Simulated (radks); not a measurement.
Results of a calculation; reference values are marked as such.
As+, 32 electrons, occupied as [Ar] 3d10 4s2 4p2. Level of theory: scalar-relativistic Kohn-Sham, exchange-only LDA, spin-unpolarised, spherical densities, finite nucleus; Fermi nuclear charge, rms radius 4.0968 fm (a radial shooting solver on a logarithmic mesh with Libxc functionals).

X-ray form factor f0, the Fourier transform of the density (f0(0) = 32):

sin(theta)/lambda (1/angstrom),f0 (electrons)
0.05,31.458
0.1,30.039
0.15,28.178
0.2,26.242
0.25,24.409
0.3,22.714
0.4,19.654
0.5,16.913
0.6,14.487
0.8,10.749
1,8.421
1.25,6.823
1.5,5.912
2,4.601
